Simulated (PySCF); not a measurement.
## Dipole response of Ti (titanium, neutral)

[Ar] 3d2 4s2, high-spin 3F determinant. All numbers are calculated (PySCF 2.14, the spin-free X2C one-electron Hamiltonian (Gaussian nucleus), in aug-cc-pwCVTZ-DK (10s9p7d4f3g, 127 functions)). Coupled (time-dependent) response in atomic units; α is the mean over directions.

```csv
method,mean α (bohr³),C₆ (like pair),S(−4)
UHF,146.3,1695,72580
PBE,104.3,1207,5750
```

S(−4) is the Cauchy moment in α(ω) = α(0) + S(−4) ω² + …

Reference α: 87 ± 10 bohr³ (recommended; Schwerdtfeger and Nagle, table of static dipole polarizabilities (2023 update)). Published C₆: 1044 (Chu and Dalgarno (2004); Tang, Norbeck and Certain (1976)).

Hartree-Fock lies above the reference because it lacks correlation, which contracts the outer shell.

α(iu) at PBE:

```
u (hartree)  α(iu) (bohr³)
          0          104.3
     0.0500          92.03
      0.100          69.36
      0.200          36.91
      0.300          22.01
      0.500          10.77
      0.750          6.134
       1.00          4.157
       1.50          2.397
       2.00          1.594
       3.00         0.8628
       5.00         0.3758
```
